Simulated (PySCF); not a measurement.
Stepwise substitution at one centre (Ga Br-NH2). All species are isolated molecules in the gas phase. One relaxed conformer stands for each flexible species; it need not be the lowest. Strings in code marks are SMILES.

Calculation: PBE-D3(BJ)/def2-TZVP // CAM-B3LYP-D3(BJ)/def2-TZVP (PySCF 2.14.0). Excitations are Tamm–Dancoff values on a coarser integration grid. The basis has no diffuse functions, so Rydberg states are missing or too high.

```tsv
species	LUMO (eV)	S1 oscillator strength	S1 excitation (TDA) (eV)	HOMO (eV)
0 of 3 Br replaced by NH2 (`[Br][Ga]([Br])[Br]`)	-3.07	0.000	4.49	[?]
1 of 3 Br replaced by NH2 (`[NH2][Ga]([Br])[Br]`)	-2.16	[?]	4.58	-6.58
2 of 3 Br replaced by NH2 (`[Ga]([Br])([NH2])[NH2]`)	-1.23	[?]	4.71	-5.79
3 of 3 Br replaced by NH2 (`[NH2][Ga]([NH2])[NH2]`)	-0.61	[?]	4.74	-5.21
```

### Question
What belongs in the gaps?

### Answer

- 0 of 3 Br replaced by NH2 (`[Br][Ga]([Br])[Br]`), HOMO (eV): -7.41
- 1 of 3 Br replaced by NH2 (`[NH2][Ga]([Br])[Br]`), S1 oscillator strength: 0.003
- 2 of 3 Br replaced by NH2 (`[Ga]([Br])([NH2])[NH2]`), S1 oscillator strength: 0.000
- 3 of 3 Br replaced by NH2 (`[NH2][Ga]([NH2])[NH2]`), S1 oscillator strength: 0.002
